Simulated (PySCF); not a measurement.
Coordinates in bohr (charge 0 multiplicity 1):
```
Os    0.0000    0.0000   -0.0934
S     0.0000    0.0000   -3.8954
Cl   -3.5456    0.0000    2.0367
Cl    3.5456    0.0000    2.0367
```

All numbers come from PySCF, PBE0, basis Os def2-TZVP with ECP60, S def2-TZVP, Cl def2-TZVP (scalar-relativistic core potentials, no spin–orbit coupling, density fitting).

This geometry of OsSCl₂ is a stationary point at this level.

Task: What is the point group?

Result: C2v.

Task: Is it a minimum?

Result: Yes: all harmonic wavenumbers are real.

Task: Which band is strongest in the infrared?

Result: 417 cm⁻¹ (b2), 91 km/mol.

Task: What are the dipole moment and the gap between the highest occupied and lowest empty levels?

Result: 1.43 D and 2.43 eV.

Task: What is the atomisation energy, with and without zero-point energy?

Result: 1122 kJ/mol without, 1111 kJ/mol with.

This need not be the most stable arrangement of these atoms. With an element this heavy the missing spin–orbit coupling can shift these numbers.
